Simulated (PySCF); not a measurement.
**Excitation energy of P²⁺ by level of theory**

P²⁺ [Ne] 3s2 3p1 (2P) → P²⁺ [Ne] 3s1 3p1 3d1 (high-spin determinant), as a difference of total energies. Calculation: PySCF 2.14, in aug-cc-pVTZ-DK (6s5p3d2f, 50 functions); scalar relativity by spin-free X2C-1e. Correlated levels: valence: [Ne] frozen. The calculations carry no spin-orbit coupling.

```
           method  excitation energy (eV)
              UHF                  20.176
    MP2 (valence)                  21.053
SCS-MP2 (valence)                  21.488
   CCSD (valence)                  20.371
CCSD(T) (valence)                  20.115
```

How much does correlation contribute at CCSD(T) (valence)?

20.115 − (20.176) = -0.061 eV, measured against UHF.

A first-order spin-orbit estimate (lowest level to lowest level, LS coupling) adds 0.010 eV.

The promoted electron is Rydberg-like, and one or two diffuse shells describe it only roughly, which tends to raise the upper state.

The coupled-cluster amplitudes are large for the upper state (T1 above 0.03 or a double amplitude above 0.15), so a single reference is strained.

The determinant of the upper state mixes LS terms, which raises its energy above the lowest term, most at the Hartree-Fock and MP2 levels.
